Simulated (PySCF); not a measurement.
# Quadrupolar nuclei of Si(NCO)2Me2 in NMR

Si(NCO)2Me2, C4H6N2O2Si.
Geometry (PBE0-D3(BJ)/def2-SVP, Å), atoms numbered from 1 in this order:
```xyz
15
C4H6N2O2Si angstrom
Si    -0.0727   -0.0087   -0.0420
N     -0.0070   -0.0444    1.6820
C      0.0900   -0.0260    2.8744
O      0.1751   -0.0130    4.0393
N      1.5540    0.0857   -0.6094
C      2.6958    0.1208   -0.9648
O      3.8077    0.1578   -1.3205
C     -0.9858    1.5181   -0.5779
H     -1.0104    1.5916   -1.6760
H     -0.4939    2.4197   -0.1830
H     -2.0224    1.5005   -0.2076
C     -0.8243   -1.5958   -0.6478
H     -1.8525   -1.7093   -0.2715
H     -0.2335   -2.4577   -0.3031
H     -0.8528   -1.6152   -1.7481
```

Computed at PBE0/pcSseg-1 (PySCF, non-relativistic):

```
atom                  environment  nucleus  spin I    Q (b)  CQ = χzz (MHz)      η
  N2  nitrogen bonded to C and Si      14N       1  0.02044           2.266  0.010
  O4           oxygen bonded to C      17O     5/2  -0.0256          -4.282  0.057
```

Task: Which field gradients stand behind these couplings (CQ in MHz = 234.96 × Q in b × Vzz in au)?

Result: Vxx = −Vzz(1 − η)/2 and Vyy = −Vzz(1 + η)/2, in au:

```
atom  Vxx (au)  Vyy (au)  Vzz (au)  Vzz (10²¹ V/m²)
  N2    -0.234    -0.238     0.472             4.58
  O4    -0.336    -0.376     0.712             6.92
```

Task: Give the quadrupolar product PQ = |CQ|√(1 + η²/3), the quadrupolar frequency νQ = 3|CQ|/[2I(2I − 1)] and the Larmor frequency ν0 = |g| × 7.62259 MHz/T × B at 16.45 T, with g(14N) = 0.40376, g(17O) = −0.75752.

Result: 
| atom | PQ (MHz) | νQ (MHz) | ν0 (MHz) | νQ/ν0 |
| --- | --- | --- | --- | --- |
| N2 | 2.266 | 3.399 | 50.63 | 0.067 |
| O4 | 4.285 | 0.642 | 94.99 | 0.007 |

For N2: PQ = 2.266 × 1.0000, νQ = 2.266 × 1.5000, ν0 = 3.0777 MHz/T × 16.45 T.

Task: Second-order quadrupolar shift of the central transition's centre of gravity (half-integer spins, νQ < ν0/10) at 16.45 and 18.8 T.

Result: δ = −(3/40)(PQ/ν0)² [I(I + 1) − 3/4]/[I²(2I − 1)²], in ppm:

```
     site  16.45 T  18.8 T
17O at O4    -12.2   -9.35
```

The couplings are those of the rigid, isolated species; surroundings and motion change them. A larger basis could move these couplings by a tenth or more.

The run behind these numbers computed NMR shieldings as well. On one thread, Intel Xeon 6975P-C (x86_64), no GPU, shared host with 192 logical CPUs at a one-minute load of 99, this took 28 s of wall time (grids of density and orbitals included) and 1.1 GiB of memory at its peak.
